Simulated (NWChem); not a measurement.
System: GeP2H6; SMILES [PH2][GeH2][PH2]

NWChem input:

```
start job
memory heap 200 mb stack 900 mb global 1100 mb
geometry units angstroms
  Ge    -0.066126    -0.535229     0.125668
  P      1.915608     0.191419    -0.831157
  P     -1.771719     0.973218     0.557560
  H      0.267787    -1.257827     1.417856
  H     -0.627385    -1.652768    -0.734098
  H      1.261243     0.954362    -1.790421
  H      2.034361     1.261499     0.045983
  H     -0.907886     1.905724     1.118529
  H     -1.659610     1.573607    -0.690365
end
basis spherical
  * library def2-svp
end
dft
  xc pbe0
  iterations 150
end
driver
  maxiter 120
end
task dft optimize
task dft freq
```

Output (shortened):

```
             Northwest Computational Chemistry Package (NWChem) 7.3.0
             --------------------------------------------------------

 C1  symmetry detected

                             Geometry "geometry" -> ""
                             -------------------------

 Output coordinates in angstroms (scale by  1.889725989 to convert to a.u.)

  No.       Tag          Charge          X              Y              Z
 ---- ---------------- ---------- -------------- -------------- --------------
    1 Ge                  32.0000    -0.60129959     0.00013813    -0.00025757
    2 P                   15.0000     0.55516219    -2.00819364    -0.00108221
    3 P                   15.0000     0.55469569     2.00878579    -0.00008254
    4 H                    1.0000    -1.55284674    -0.00068717     1.18209303
    5 H                    1.0000    -1.55363757     0.00079033    -1.18184743
    6 H                    1.0000     1.43185953    -1.59032199    -0.99468577
    7 H                    1.0000     1.40474347    -1.60585650     1.02111373
    8 H                    1.0000     1.43215417     1.59111907     0.99293419
    9 H                    1.0000     1.43144604     1.59165366    -0.99389429

 Effective nuclear repulsion energy (a.u.)     339.3937741063

                                Z-matrix (autoz)
                                --------

 Units are Angstrom for bonds and degrees for angles

      Type          Name      I     J     K     L     M      Value
      ----------- --------  ----- ----- ----- ----- ----- ----------
    1 Stretch                  1     2                       2.31750
    2 Stretch                  1     3                       2.31754
    3 Stretch                  1     4                       1.51769
    4 Stretch                  1     5                       1.51760
    5 Stretch                  2     6                       1.38941
    6 Stretch                  2     7                       1.38872
    7 Stretch                  3     8                       1.38941
    8 Stretch                  3     9                       1.38937
    9 Bend                     1     2     6                93.12370
   10 Bend                     1     2     7                93.09276
   11 Bend                     1     3     8                93.12552
   12 Bend                     1     3     9                93.12395
   13 Bend                     2     1     3               120.14446
   14 Bend                     2     1     4               108.22030
   15 Bend                     2     1     5               108.25465
   16 Bend                     3     1     4               108.24895
   17 Bend                     3     1     5               108.22202
   18 Bend                     4     1     5               102.30503
   19 Bend                     6     2     7                93.05127
   20 Bend                     8     3     9                91.28639
   21 Torsion                  2     1     3     8         -45.72693
   22 Torsion                  2     1     3     9          45.73409
   23 Torsion                  3     1     2     6         -45.73237
   24 Torsion                  3     1     2     7          47.49710
   25 Torsion                  4     1     2     6        -170.64950
   26 Torsion                  4     1     2     7         -77.42003
   27 Torsion                  4     1     3     8          79.17668
   28 Torsion                  4     1     3     9         170.63771
   29 Torsion                  5     1     2     6          79.17902
   30 Torsion                  5     1     2     7         172.40849
   31 Torsion                  5     1     3     8        -170.65372
   32 Torsion                  5     1     3     9         -79.19270

                           NWChem Geometry Optimization
                           ----------------------------

 maximum gradient threshold         (gmax) =   0.000450
 rms gradient threshold             (grms) =   0.000300
 maximum cartesian step threshold   (xmax) =   0.001800
 rms cartesian step threshold       (xrms) =   0.001200
 fixed trust radius                (trust) =   0.300000
 source of zmatrix                         =   autoz

          -------------------
          Energy Minimization
          -------------------

 Using diagonal initial Hessian
 Scaling for Hessian diagonals: bonds = 1.00  angles = 0.25  torsions = 0.10

          --------
          Step   0

                                 NWChem DFT Module
                                 -----------------

 Summary of "ao basis" -> "ao basis" (spherical)
 ------------------------------------------------------------------------------
       Tag                 Description            Shells   Functions and Types
 ---------------- ------------------------------  ------  ---------------------
 Ge                         def2-svp                12       32   5s4p3d
 P                          def2-svp                 8       18   4s3p1d
 H                          def2-svp                 3        5   2s1p

            General Information
            -------------------
          SCF calculation type: DFT
          Wavefunction type:  closed shell.
          No. of atoms     :     9
          No. of electrons :    68
           Alpha electrons :    34
            Beta electrons :    34
          Charge           :     0
          Spin multiplicity:     1
          Use of symmetry is: off; symmetry adaption is: off
          Maximum number of iterations: 150
          AO basis - number of functions:    98
                     number of shells:    46
          Convergence on energy requested:  1.00D-06
          Convergence on density requested:  1.00D-05
          Convergence on gradient requested:  5.00D-04

[...]

      ----------------------
      Optimization converged
      ----------------------

  Step       Energy      Delta E   Gmax     Grms     Xrms     Xmax
  ---- ---------------- -------- -------- -------- -------- --------
@    4   -2762.31832440 -1.2D-06  0.00019  0.00006  0.00068  0.00138
                                     ok       ok       ok       ok

                                Z-matrix (autoz)
                                --------

 Units are Angstrom for bonds and degrees for angles

[...]

 Rotational Constants
 --------------------
 A=   0.241343 cm-1  (  0.347231 K)
 B=   0.063643 cm-1  (  0.091566 K)
 C=   0.052727 cm-1  (  0.075861 K)

 Temperature                      =   298.15K
 frequency scaling parameter      =   1.0000

 Zero-Point correction to Energy  =   32.136 kcal/mol  (  0.051212 au)
 Thermal correction to Energy     =   36.450 kcal/mol  (  0.058087 au)
 Thermal correction to Enthalpy   =   37.043 kcal/mol  (  0.059031 au)

 Total Entropy                    =   83.082 cal/mol-K
   - Translational                =   40.743 cal/mol-K (mol. weight = 141.9164)
   - Rotational                   =   27.078 cal/mol-K (symmetry #  =        1)
   - Vibrational                  =   15.260 cal/mol-K

 Cv (constant volume heat capacity) =   22.827 cal/mol-K
   - Translational                  =    2.979 cal/mol-K
   - Rotational                     =    2.979 cal/mol-K
   - Vibrational                    =   16.868 cal/mol-K

[normal modes left out]

 ----------------------------------------------------------------------------
 Normal Eigenvalue ||           Projected Infra Red Intensities
  Mode   [cm**-1]  || [atomic units] [(debye/angs)**2] [(KM/mol)] [arbitrary]
 ------ ---------- || -------------- ----------------- ---------- -----------
    1       -0.000 ||    0.000132           0.003         0.129       0.057
    2       -0.000 ||    0.000272           0.006         0.265       0.117
    3       -0.000 ||    0.000100           0.002         0.097       0.043
    4       -0.000 ||    0.000006           0.000         0.006       0.003
    5       -0.000 ||    0.000078           0.002         0.076       0.034
    6       -0.000 ||    0.000026           0.001         0.026       0.011
    7      107.412 ||    0.000003           0.000         0.002       0.001
    8      111.675 ||    0.003442           0.079         3.356       1.487
    9      136.831 ||    0.012244           0.282        11.936       5.289
   10      334.606 ||    0.016581           0.383        16.164       7.163
   11      339.282 ||    0.001816           0.042         1.770       0.785
   12      376.865 ||    0.013140           0.303        12.809       5.677
   13      552.234 ||    0.000001           0.000         0.001       0.001
   14      576.866 ||    0.051950           1.199        50.644      22.443
   15      683.668 ||    0.002376           0.055         2.317       1.027
   16      743.284 ||    0.000949           0.022         0.925       0.410
   17      769.900 ||    0.080278           1.852        78.259      34.680
   18      796.445 ||    0.000000           0.000         0.000       0.000
   19      854.715 ||    0.060711           1.401        59.184      26.227
   20     1085.808 ||    0.000642           0.015         0.626       0.277
   21     1089.619 ||    0.030403           0.701        29.639      13.135
   22     2141.436 ||    0.097259           2.244        94.813      42.017
   23     2148.904 ||    0.098018           2.261        95.553      42.344
   24     2401.418 ||    0.001015           0.023         0.989       0.438
   25     2403.216 ||    0.059920           1.382        58.413      25.886
   26     2417.330 ||    0.000399           0.009         0.389       0.172
   27     2418.766 ||    0.093227           2.151        90.882      40.275
 ----------------------------------------------------------------------------
```

Level: PBE0/def2-SVP. The printed entropy takes a lower symmetry number than the molecule has.
